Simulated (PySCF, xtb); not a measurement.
Si(Me)3(Cl) (C3H9ClSi), SMILES C[Si](C)(C)Cl.

Harmonic wavenumbers (cm⁻¹) from GFN2-xTB in xtb at its own minimum, in rising order: 92, 109, 111, 143, 143, 187, 198, 198, 437, 657, 742, 742, 786, 803, 804, 861, 862, 865, 1376, 1376, 1380, 1477, 1480, 1480, 1483, 1483, 1486, 3036, 3038, 3039, 3040, 3042, 3043, 3048, 3048, 3051.

Question: What does PBE-D3(BJ)/def2-SVP (PySCF) give at its own minimum? (Estimate from the structure and the level; the computed values follow.)

Answer: 145, 163, 163, 168, 168, 211, 224, 224, 476, 622, 660, 674, 674, 744, 744, 838, 838, 839, 1215, 1215, 1223, 1368, 1376, 1376, 1383, 1383, 1395, 2973, 2974, 2975, 3071, 3071, 3073, 3084, 3084, 3084. Paired by order, the mean absolute difference is 63 cm⁻¹ and the zero-point energies are 70.3 and 68.5 kcal/mol.
